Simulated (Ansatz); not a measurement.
`N[SiH](F)[SiH2][SiH3]` → `F[SiH2]N([SiH3])[SiH3]`  (isomerisation)

Isolated molecules relaxed with PBE0-D4/def2-TZVP in Ansatz; ΔE leaves out vibrations. CCSD(T)/CBS is the MP2 limit (def2-TZVPP, def2-QZVPP) plus CCSD(T) − MP2 in def2-TZVPP, frozen cores. Functionals use def2-TZVPP. B3LYP here is the variant with VWN-RPA as its local correlation; programs differ in this. One conformer a species, not always the lowest.

**Question.** Is it downhill or uphill in electronic energy at CCSD(T)/CBS, and by how much? (An estimate is asked.)

**Answer.** Ansatz gave: Downhill: ΔE = -107.4 kJ/mol.

**Question.** What do these levels give: PBE-D4, r2SCAN-D4, B3LYP-D4, ωB97M-V, B2PLYP, PBE0, B3LYP, HF/def2-TZVPP, MP2/def2-TZVPP, HF/def2-QZVPP, MP2/CBS(def2), CCSD/CBS(def2)? (Best estimate.)

**Answer.** Computed: PBE-D4 -63.5, r2SCAN-D4 -90.3, B3LYP-D4 -99.9, ωB97M-V -109.7, B2PLYP -106.8, PBE0 -73.6, B3LYP -93.5, HF/def2-TZVPP -131.9, MP2/def2-TZVPP -123.6, HF/def2-QZVPP -135.3, MP2/CBS(def2) -122.4, CCSD/CBS(def2) -110.2 kJ/mol.

Largest T1 diagnostic among the species: 0.013.

In def2-TZVPP, CCSD(T) changes the Hartree–Fock value by +23.3 kJ/mol (the triples alone add +2.8 kJ/mol) and MP2 by +8.3 kJ/mol. From PBE to PBE0 (25 % exact exchange), in def2-TZVPP and without D4, ΔE moves by −14.0 kJ/mol. The D4 term adds −6.4 kJ/mol with B3LYP and −3.1 kJ/mol with PBE0; it sums over pairs of atoms, weighted by their polarisabilities, and B3LYP, whose exchange is more repulsive, gets the larger term.
